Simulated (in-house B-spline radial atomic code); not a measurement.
Configurations of Pd, with energies counted from [Kr] 4d10. Method: scalar-relativistic (X2C) PBE0, spin-polarised, spherical fractional occupations, exact exchange averaged over the configuration, Fermi nucleus of rms radius 4.5318 fm. Calculated with an all-electron radial atomic-structure program (B-spline basis). Shells without spins written out take the highest spin.

Occupations are held fixed; configurations that lie above the ionisation limit could autoionise.

```tsv
configuration	E - E(ref) (eV)	highest orbital	its <r> (bohr)
[Kr] 4d9 5s1	0.93194	5s up	3.229
[Kr] 4d9 5p1	4.6309	5p up	4.782
[Ar] 3d10 4s2 4p5 4d10 5s1	50.505	5s up	3.218
[Ar] 3d10 4s2 4p5 4d10 5d1	56.446	5d up	10.15
[Ar] 3d9 4s2 4p6 4d10 5s1	334.02	5s up	3.249
[Ar] 3d9 4s2 4p6 4d10 5f1	340.8	5f up	29.1
```

(1) Order these further configurations by energy, lowest first.
A. [Ar] 3d10 4s2 4p5 4d10 5p1
B. [Ar] 3d10 4s2 4p5 4d10 5f1
C. [Ar] 3d9 4s2 4p6 4d10 5p1
D. [Kr] 4d9 4f1
E. [Ar] 3d10 4s2 4p5 4d10 4f1

(2) How far above the reference does [Kr] 4d9 5d1 lie?

## Answers

(1) D (7.5689 eV), A (54.214 eV), E (57.129 eV), B (57.438 eV), C (337.63 eV).

(2) 6.8862 eV; its least bound orbital is 5d up with <r> = 10.18 bohr.
